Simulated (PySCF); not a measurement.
**Radial density of Br²⁺ (bromine, charge +2)**

B97-3, [Ar] 3d10 4s2 4p2 4d1, one real determinant (an excited configuration). Calculation: PySCF 2.14, in aug-cc-pV5Z-PP with ECP10MDF (8s7p6d4f3g2h, 136 functions); scalar relativity through the core potential. This is the valence pseudo-density: the core potential removes the inner electrons and smooths the orbitals near the nucleus.

| r (bohr) | 4πr²ρ (e/bohr) | 4πr²(ρα − ρβ) |
| --- | --- | --- |
| 0.000601 | 2.863e-05 | 0.0000 |
| 0.00101 | 7.997e-05 | 0.0000 |
| 0.00170 | 0.0002194 | 0.0000 |
| 0.00286 | 0.0005845 | 0.0000 |
| 0.00481 | 0.001505 | 0.0000 |
| 0.00809 | 0.003635 | 0.0000 |
| 0.0136 | 0.007975 | 0.0000 |
| 0.0229 | 0.01537 | 0.0000 |
| 0.0385 | 0.03004 | 0.0001 |
| 0.0647 | 0.1267 | 0.0007 |
| 0.109 | 1.018 | 0.0056 |
| 0.183 | 6.280 | 0.0458 |
| 0.308 | 23.51 | 0.2609 |
| 0.518 | 33.05 | 0.2142 |
| 0.872 | 10.48 | 0.1946 |
| 1.47 | 3.768 | 1.6095 |
| 2.47 | 1.305 | 0.9514 |
| 4.15 | 0.1649 | 0.1609 |
| 6.98 | 0.004139 | 0.0041 |

⟨L²⟩ = 7.37 against 12 for a pure F term, so this real determinant mixes terms. Energies and moments cover only the electrons outside the core potential. The outer electron is Rydberg-like, and this basis confines it to a smaller radius and binds it less than a complete one would.
